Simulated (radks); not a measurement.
Problem. The technetium ion Tc+, [Kr] 4d5 5s1. Calculated with a radial shooting solver on a logarithmic mesh with Libxc functionals: non-relativistic Kohn-Sham, exchange-only B88, spin-polarised, spherical densities, point nucleus. Every spin shell is full or empty, so the densities are truly spherical. Functionals are evaluated on that one density, not self-consistently. Rank these orbital-free kinetic functionals by their error against the exact value of the orbitals, and give that value: Thomas-Fermi, TF + vW/5, LC94, APBEK, revAPBEK, Thakkar, Pearson, LKT, PG1, DePristo-Kress, Ernzerhof.

Solution. Exact: 4204.63 hartree. From best to worst, with 100 (|E| - |E exact|)/|E exact| (equal figures are ties): DePristo-Kress -0.06, LC94 +0.08, APBEK +0.14, revAPBEK +0.34, Ernzerhof -0.37, Thakkar -0.51, Pearson -0.96, TF + vW/5 +3.21, Thomas-Fermi -5.53, PG1 +16.04, LKT +20.36.
